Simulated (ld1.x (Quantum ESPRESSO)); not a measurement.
**What the settings do to the RRKJ potential of Pd**

Base potential:

ld1.x (Quantum ESPRESSO) 7.5 input, shortened:

```
&input
   title='Pd', zed=46., rel=1, dft='PBE', iswitch=3,
   config='[Kr] 4d10 5s0 5p0'
 /
 &inputp
   pseudotype=2, tm=.false., lloc=0,
   nlcc=.false.
 /
3
4P  2  1   6.00   0.00  1.70  1.70  0.0
4D  3  2  10.00   0.00  2.10  2.10  0.0
4S  1  0   2.00   0.00  1.50  1.50  0.0
 &test
   configts(1)='4s2 4p6 4d10 5s0 5p0'
 /
```

All-electron outer shells of the reference configuration (PBE, scalar-relativistic, ld1.x):

```tsv
shell	level (eV)	outermost node (bohr)	outermost maximum (bohr)
3p	-516.07	0.15	0.34
3d	-325.51	–	0.28
4s	-85.33	0.45	0.85
4p	-51.20	0.46	0.91
4d	-4.05	0.45	1.10
5s	-3.32	1.15	2.67
5p	-0.31	1.32	4.52
```

Cutoffs, loose and tight: the cutoffs (Ry, on a coarse ladder) from which the occupation-weighted sum of valence levels, in a spherical-Bessel basis at the reference potential, stays within 10 and 1 mRy of its value at 400 Ry. They do not see the model core or the augmentation charge, which bear on the density cutoff. Test errors are all-electron minus pseudo excitation energies from the reference, over the configurations 4s2 4p6 4d9 5s0 5p0; 4s2 4p6 4d8 5s0 5p0; 4s2 4p6 4d7 5s0 5p0; 4s1 4p6 4d10 5s0 5p0; 4s2 4p6 4d8 5s1 5p0; 4s2 4p6 4d9 5s1 5p0; 4s2 4p6 4d6 5s0 5p0. A dash means not determined; rows that change the core or the reference have their own tests.

```csv
change,outcome,"cutoff, loose","cutoff, tight",bound ghosts,largest test error (meV)
base,generated,60 Ry,90 Ry,none,+1876
core correction a·sin(br)/r model core inside 0.66 bohr,generated,60 Ry,90 Ry,none,+1862
core correction a·sin(br)/r model core inside 0.82 bohr,generated,60 Ry,90 Ry,none,+1866
core correction a·sin(br)/r model core inside 0.96 bohr,generated,60 Ry,90 Ry,none,+1870
core correction a·sin(br)/r model core inside 1.10 bohr,generated,60 Ry,90 Ry,none,+1874
core correction a·sin(br)/r model core inside 1.32 bohr,generated,60 Ry,90 Ry,none,+1875
core correction a·sin(br)/r model core inside 1.42 bohr,generated,60 Ry,90 Ry,none,+1876
core correction a·sin(br)/r model core inside 1.64 bohr,generated,60 Ry,90 Ry,none,+1876
core correction a·sin(br)/r model core inside 1.82 bohr,generated,60 Ry,90 Ry,none,+1876
```
